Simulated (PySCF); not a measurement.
**`C[C@@H]1C[C@H]([SiH3])[C@@H]1C=O`, C₆H₁₂OSi**

Molfile (atoms numbered from 1):
```
C6H12OSi
     RDKit          3D

 20 20  0  0  0  0  0  0  0  0999 V2000
   -1.9465    0.0107    0.6081 C   0  0  0  0  0  0  0  0  0  0  0  0
   -1.1088   -0.7098   -0.4340 C   0  0  2  0  0  0  0  0  0  0  0  0
    0.0580   -1.5259    0.1438 C   0  0  0  0  0  0  0  0  0  0  0  0
    1.0647   -0.5318   -0.4636 C   0  0  2  0  0  0  0  0  0  0  0  0
    2.0476    0.4987    0.8082 Si  0  0  0  0  0  4  0  0  0  0  0  0
   -0.0807    0.1718   -1.2017 C   0  0  2  0  0  0  0  0  0  0  0  0
   -0.1943    1.6329   -0.9809 C   0  0  0  0  0  0  0  0  0  0  0  0
    0.5461    2.2721   -0.2818 O   0  0  0  0  0  0  0  0  0  0  0  0
   -1.3152    0.6087    1.2609 H   0  0  0  0  0  0  0  0  0  0  0  0
   -2.6816    0.6631    0.1404 H   0  0  0  0  0  0  0  0  0  0  0  0
   -2.4769   -0.7191    1.2174 H   0  0  0  0  0  0  0  0  0  0  0  0
   -1.7644   -1.2758   -1.0999 H   0  0  0  0  0  0  0  0  0  0  0  0
    0.1288   -2.5324   -0.2662 H   0  0  0  0  0  0  0  0  0  0  0  0
    0.0651   -1.5921    1.2300 H   0  0  0  0  0  0  0  0  0  0  0  0
    1.7666   -1.0075   -1.1496 H   0  0  0  0  0  0  0  0  0  0  0  0
    2.9702    1.4197    0.1590 H   0  0  0  0  0  0  0  0  0  0  0  0
    1.2043    1.0570    1.8616 H   0  0  0  0  0  0  0  0  0  0  0  0
    2.8649   -0.5389    1.4720 H   0  0  0  0  0  0  0  0  0  0  0  0
   -0.1188   -0.0158   -2.2787 H   0  0  0  0  0  0  0  0  0  0  0  0
   -1.0342    2.1248   -1.5074 H   0  0  0  0  0  0  0  0  0  0  0  0
  1  2  1  0
  2  3  1  0
  3  4  1  0
  4  5  1  0
  4  6  1  0
  6  7  1  0
  7  8  2  0
  6  2  1  0
  1  9  1  0
  1 10  1  0
  1 11  1  0
  2 12  1  6
  3 13  1  0
  3 14  1  0
  4 15  1  6
  5 16  1  0
  5 17  1  0
  5 18  1  0
  6 19  1  6
  7 20  1  0
M  END
```

Method used: PySCF, TDDFT BHandHLYP/def2-SVPD circular dichroism and optical rotation, one conformer, gas phase. Geometry: GFN2-xTB.

The molecule is flexible and this is one conformer; a measurement averages over conformers.

(1) Draw the ECD and absorption spectra from the lowest 8 states, each a Gaussian of half-width 0.3 eV at 1/e height.

## Answers

(1) 
```csv
E (eV),λ (nm),Δε (L mol⁻¹ cm⁻¹),ε (L mol⁻¹ cm⁻¹)
4.08,304,+0.12,0.47
4.23,293,+0.52,1.94
4.38,283,+1.29,4.85
4.53,274,+1.95,7.35
4.68,265,+1.80,6.76
4.83,257,+1.00,3.77
4.98,249,+0.34,1.28
5.13,242,+0.07,0.262
5.28,235,+0.01,0
5.43,228,0.00,0
5.58,222,0.00,0
5.73,216,0.00,0
5.88,211,0.00,0.0648
6.03,206,0.00,0.783
6.18,201,+0.02,5.74
6.33,196,+0.08,25.5
6.48,191,+0.23,68.8
6.63,187,+0.37,113
6.78,183,+0.41,117
6.93,179,+0.61,113
7.08,175,+2.13,276
7.23,171,+6.42,869
7.38,168,+11.28,1880
7.53,165,+10.05,2730
7.68,161,+2.71,2830
7.83,158,-2.88,2370
7.98,155,-9.83,2060
```
Δε uses R in velocity form, ε uses f in length form. Only the states computed contribute, so the short-wavelength end is incomplete.

The sign of the CD band at 185 nm isn't settled: the length form gives the opposite one.
